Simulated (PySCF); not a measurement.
## Group charges in `C=C[C@@]1(F)O[C@@H]1CF`

C5H6F2O.
SMILES with atom numbers: `[CH2:1]=[CH:2][C@@:3]1([F:4])[O:5][C@@H:6]1[CH2:7][F:8]` (hydrogens: H9, H10 on C1; H11 on C2; H12 on C6; H13, H14 on C7)

Geometry (GFN2-xTB, Å), atoms numbered from 1 in this order:
```
atom  x, y, z in Å
C1     2.4589    0.1469    0.9649
C2     1.3037   -0.4908    0.9002
C3     0.3579   -0.3530   -0.2240
F4     0.8497    0.3606   -1.2772
O5    -0.4399   -1.4146   -0.5975
C6    -1.1089   -0.3049   -0.0544
C7    -1.9890    0.4989   -0.9846
F8    -2.5460    1.5362   -0.2849
H9     2.7823    0.8111    0.1816
H10    3.1178    0.0223    1.8051
H11    0.9669   -1.1668    1.6722
H12   -1.5239   -0.4524    0.9398
H13   -1.4187    0.9247   -1.8156
H14   -2.8115   -0.1187   -1.3624
```

Atomic charges (e) from the PBE0/pcSseg-1 density (PySCF):

```json
{"atom": "C1", "Mulliken": "-0.1006", "IAO": "-0.2911", "Hirshfeld": "-0.0850", "ESP-fitted": "-0.3404"}
{"atom": "C2", "Mulliken": "-0.2148", "IAO": "-0.1761", "Hirshfeld": "-0.0558", "ESP-fitted": "-0.2547"}
{"atom": "C3", "Mulliken": "+0.4314", "IAO": "+0.4603", "Hirshfeld": "+0.1457", "ESP-fitted": "+0.4575"}
{"atom": "F4", "Mulliken": "-0.2910", "IAO": "-0.3009", "Hirshfeld": "-0.0807", "ESP-fitted": "-0.1875"}
{"atom": "O5", "Mulliken": "-0.3810", "IAO": "-0.3803", "Hirshfeld": "-0.1485", "ESP-fitted": "-0.3111"}
{"atom": "C6", "Mulliken": "-0.1071", "IAO": "+0.0282", "Hirshfeld": "+0.0101", "ESP-fitted": "-0.0663"}
{"atom": "C7", "Mulliken": "+0.2530", "IAO": "+0.0302", "Hirshfeld": "+0.0213", "ESP-fitted": "+0.0973"}
{"atom": "F8", "Mulliken": "-0.3344", "IAO": "-0.3219", "Hirshfeld": "-0.1177", "ESP-fitted": "-0.2436"}
{"atom": "H9", "Mulliken": "+0.1325", "IAO": "+0.1665", "Hirshfeld": "+0.0490", "ESP-fitted": "+0.1776"}
{"atom": "H10", "Mulliken": "+0.1257", "IAO": "+0.1634", "Hirshfeld": "+0.0569", "ESP-fitted": "+0.1837"}
{"atom": "H11", "Mulliken": "+0.1166", "IAO": "+0.1644", "Hirshfeld": "+0.0575", "ESP-fitted": "+0.1737"}
{"atom": "H12", "Mulliken": "+0.1336", "IAO": "+0.1502", "Hirshfeld": "+0.0520", "ESP-fitted": "+0.1330"}
{"atom": "H13", "Mulliken": "+0.1182", "IAO": "+0.1575", "Hirshfeld": "+0.0441", "ESP-fitted": "+0.0748"}
{"atom": "H14", "Mulliken": "+0.1180", "IAO": "+0.1496", "Hirshfeld": "+0.0510", "ESP-fitted": "+0.1059"}
```

**Question.** Cut each of the bonds C1–C2, C2–C3 and C7–C6 in turn and sum the charges on the side of the atom named first.

**Answer.** In e; the other side holds the opposite charge:

```
bond cut  piece  atoms  Mulliken     IAO  Hirshfeld  ESP-fitted
   C1–C2    CH2      3    +0.158  +0.039     +0.021      +0.021
   C2–C3   C2H3      5    +0.059  +0.027     +0.023      -0.060
   C7–C6   CH2F      4    +0.155  +0.015     -0.001      +0.034
```

Extremes among these pieces. Mulliken: lowest C2H3 at C2, highest CH2 at C1; IAO: lowest CH2F at C7, highest CH2 at C1; Hirshfeld: lowest CH2F at C7, highest C2H3 at C2; ESP-fitted: lowest C2H3 at C2, highest CH2F at C7.

**Question.** Do the schemes agree better on the pieces than on the single atoms at the cuts?

**Answer.** The spread between schemes averages 0.137 e for the pieces and 0.229 e for the atoms named first; it is smaller for the piece at 3 of the 3 cuts. On average they agree better on the pieces. The sign differs between schemes (beyond ±0.03 e) for C2H3 at C2.

Geometry: GFN2-xTB, one conformer, isolated molecule.

These values come from a run that also computed NMR shieldings. Hardware: an Arm Neoverse V1 with one thread (shared host). Cost: 20 s of wall time.
